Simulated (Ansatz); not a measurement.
Abridged output of a molecular run in Ansatz:

```
Functional definition: HF
  name "HF"
  cite "Fock, Z. Phys. 61, 126 (1930) doi:10.1007/BF01340294"
  parent pbe
  exchange = exact_x
  correlation = 0
these checks for a lower state are left out or cut short: cluster_reference
1602 factors; integrals over basis functions are off by at most 1.0e-3 eV
mean field evaluation 1: about -79306.2165 eV, gradient 3.6e1 eV
mean field evaluation 2: about -79306.2249 eV, gradient 3.6e1 eV
mean field evaluation 4: about -79311.5537 eV, gradient 3.0e0 eV
mean field evaluation 8: about -79311.6823 eV, gradient 2.0e-1 eV
mean field -79311.68324062 eV, -2914.6505997029 hartree, gradient 1.8e-6 eV, S^2 0.756085; 0 other end points of the search recorded, 0 dependent functions left out
21 core orbitals not correlated: weight in the atoms' cores, before any rotation towards them, 1.000 or more for the frozen orbitals, at most 0.000 for the correlated occupied ones
reference -79311.68324062 eV, -2914.6505997029 hartree; 21, 20 occupied and 222, 223 virtual orbitals, 1602 factors
second order -27.58593770 eV of doubles, -0.00000000 eV of singles
cycle   1  -27.59831262 eV  change   -1.2e-2 eV  update   1.2e-1
cycle   2  -28.34291175 eV  change   -7.4e-1 eV  update   3.7e-2
cycle   3  -28.50532375 eV  change   -1.6e-1 eV  update   2.1e-2
cycle   4  -28.49116222 eV  change    1.4e-2 eV  update   6.3e-3
cycle   5  -28.48798544 eV  change    3.2e-3 eV  update   3.4e-3
cycle   6  -28.48931495 eV  change   -1.3e-3 eV  update   1.4e-3
cycle   7  -28.48911574 eV  change    2.0e-4 eV  update   6.4e-4
cycle   8  -28.48923077 eV  change   -1.2e-4 eV  update   2.6e-4
cycle   9  -28.48935339 eV  change   -1.2e-4 eV  update   1.2e-4
cycle  10  -28.48930341 eV  change    5.0e-5 eV  update   5.0e-5
perturbative correction -1.13968297 eV, -0.0418825767 hartree
Total energy: -79341.31222700 eV, -2915.7394448692 hartree
Checks for a lower state left out: cluster_reference
```

Its atoms:

```xyz
10

O    -1.6619   -1.4918    0.6066
Si   -0.3910   -1.7707   -0.4156
S    -0.0275    0.0026   -1.5147
Ge    0.3794    1.3490    0.2213
O     1.8335    2.2928   -0.1552
H    -1.8529   -2.1725    1.2558
H    -0.7218   -2.8180   -1.4327
H    -0.7256    2.3954    0.3656
H     0.5898    0.4751    1.4704
H     2.5778    1.7382   -0.4016
```

Task: Which basis set was used?
A. def2-SVP
B. cc-pV(D+d)Z
C. def2-TZVPPD
D. def2-TZVPP

Result: D. It gives 264 functions.

Task: Write the keys of the input that set method, charge and spin (a neutral closed shell needs none for the last two).

Result: 
```yaml
magnetization: {spin_polarized: true, initial_magnetization: 1}
correlation: {method: ccsd_t}
scf: {omitted_lower_state_checks: [cluster_reference]}
```
